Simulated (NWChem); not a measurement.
System: chlorotrifluoromethane (CClF3); SMILES FC(F)(F)Cl

Results from NWChem. Pople sets run with spherical d functions. The geometry was optimised at PBE0/def2-SVP. B3LYP is NWChem's, with the RPA form of VWN correlation.

**Question.** Taking B3LYP/aug-cc-pVTZ as the yardstick, which of these has the fewest basis functions while keeping “highest occupied level (eV)” within 0.1 eV of it: B3LYP/def2-SVPD; B3LYP/6-31G*; B3LYP/STO-3G; B3LYP/def2-SVP; B3LYP/3-21G; B3LYP/6-311++G**; B3LYP/6-31+G*; B3LYP/def2-TZVP?

**Answer.** B3LYP/6-31+G*.
```json
[
 {"level": "B3LYP/STO-3G", "basis functions": "29", "highest occupied level (eV)": "-6.87"},
 {"level": "B3LYP/3-21G", "basis functions": "49", "highest occupied level (eV)": "-9.60"},
 {"level": "B3LYP/6-31G*", "basis functions": "74", "highest occupied level (eV)": "-9.47"},
 {"level": "B3LYP/def2-SVP", "basis functions": "74", "highest occupied level (eV)": "-9.48"},
 {"level": "B3LYP/6-31+G*", "basis functions": "94", "highest occupied level (eV)": "-9.83"},
 {"level": "B3LYP/def2-SVPD", "basis functions": "116", "highest occupied level (eV)": "-9.87"},
 {"level": "B3LYP/6-311++G**", "basis functions": "118", "highest occupied level (eV)": "-9.87"},
 {"level": "B3LYP/def2-TZVP", "basis functions": "161", "highest occupied level (eV)": "-9.74"},
 {"level": "B3LYP/aug-cc-pVTZ", "basis functions": "234", "highest occupied level (eV)": "-9.80"}
]
```

The yardstick is one finite set, not the basis-set limit.
